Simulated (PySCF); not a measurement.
## Which basis set comes closest?

Molecule: SMILES C([N+]([BH3-])(CC)CC)C, C$_{6}$H$_{18}$BN.

Geometry:
```json
{"atom": "B1", "x (Å)": "-0.140", "y (Å)": "-0.525", "z (Å)": "-1.854"}
{"atom": "N2", "x (Å)": "0.145", "y (Å)": "0.118", "z (Å)": "-0.366"}
{"atom": "C3", "x (Å)": "-0.442", "y (Å)": "-0.736", "z (Å)": "0.702"}
{"atom": "C4", "x (Å)": "-1.948", "y (Å)": "-0.871", "z (Å)": "0.668"}
{"atom": "C5", "x (Å)": "-0.449", "y (Å)": "1.485", "z (Å)": "-0.374"}
{"atom": "C6", "x (Å)": "-0.331", "y (Å)": "2.293", "z (Å)": "0.905"}
{"atom": "C7", "x (Å)": "1.615", "y (Å)": "0.238", "z (Å)": "-0.143"}
{"atom": "C8", "x (Å)": "2.420", "y (Å)": "-1.035", "z (Å)": "-0.297"}
{"atom": "H9", "x (Å)": "-1.311", "y (Å)": "-0.294", "z (Å)": "-2.123"}
{"atom": "H10", "x (Å)": "0.625", "y (Å)": "0.062", "z (Å)": "-2.614"}
{"atom": "H11", "x (Å)": "0.085", "y (Å)": "-1.726", "z (Å)": "-1.783"}
{"atom": "H12", "x (Å)": "-0.110", "y (Å)": "-0.345", "z (Å)": "1.680"}
{"atom": "H13", "x (Å)": "0.011", "y (Å)": "-1.727", "z (Å)": "0.577"}
{"atom": "H14", "x (Å)": "-2.466", "y (Å)": "0.075", "z (Å)": "0.884"}
{"atom": "H15", "x (Å)": "-2.254", "y (Å)": "-1.595", "z (Å)": "1.438"}
{"atom": "H16", "x (Å)": "-2.286", "y (Å)": "-1.240", "z (Å)": "-0.309"}
{"atom": "H17", "x (Å)": "0.028", "y (Å)": "2.007", "z (Å)": "-1.215"}
{"atom": "H18", "x (Å)": "-1.501", "y (Å)": "1.361", "z (Å)": "-0.658"}
{"atom": "H19", "x (Å)": "0.709", "y (Å)": "2.506", "z (Å)": "1.188"}
{"atom": "H20", "x (Å)": "-0.828", "y (Å)": "1.809", "z (Å)": "1.759"}
{"atom": "H21", "x (Å)": "-0.828", "y (Å)": "3.262", "z (Å)": "0.750"}
{"atom": "H22", "x (Å)": "1.773", "y (Å)": "0.656", "z (Å)": "0.866"}
{"atom": "H23", "x (Å)": "1.968", "y (Å)": "0.983", "z (Å)": "-0.871"}
{"atom": "H24", "x (Å)": "2.139", "y (Å)": "-1.807", "z (Å)": "0.433"}
{"atom": "H25", "x (Å)": "3.480", "y (Å)": "-0.795", "z (Å)": "-0.125"}
{"atom": "H26", "x (Å)": "2.313", "y (Å)": "-1.453", "z (Å)": "-1.305"}
```

Geometry PBE0-D3(BJ)/def2-SVP throughout; GIAO in PySCF, gas phase, one conformer, non-relativistic; equivalent atoms averaged; functional PBE0.

Reference values (measured; solution, CDCl3; H. S. Rzepa et al., J. Org. Chem. 2018, An accessible method for DFT calculation of 11B NMR shifts): δ(B1) = -14.0 ppm vs BF3.OEt2. Computed shifts are taken against BF3·OEt2, calculated as an isolated molecule at each level.

How do the basis sets STO-3G, pcSseg-0, 6-31G, 6-31G*, cc-pVDZ, def2-SVP, pcSseg-1, 6-311+G(2d,p) perform against the reference? Times are CPU seconds on 1 thread of an Arm Neoverse V2, shared host.

Results:


```
    basis set  functions     B1  abs. error B  core-s
       STO-3G         58   -6.5           7.5     7.2
     pcSseg-0        108  -14.9           0.9      13
        6-31G        108  -14.0           0.0      17
       6-31G*        148  -12.5           1.5      25
      cc-pVDZ        202  -11.5           2.5      32
     def2-SVP        202  -13.3           0.7      30
     pcSseg-1        226  -15.5           1.5      45
6-311+G(2d,p)        324  -16.0           2.0      93
```

For ¹¹B the closest is 6-31G (0.0 ppm) and the furthest STO-3G (7.5 ppm). Where a smaller basis beats a larger one, errors probably cancel. One molecule is a small sample, and vibrational and solvent effects are absent from the calculation.

A small basis that lands close on one nucleus may do so by chance; judge by the trend and by all nuclei.
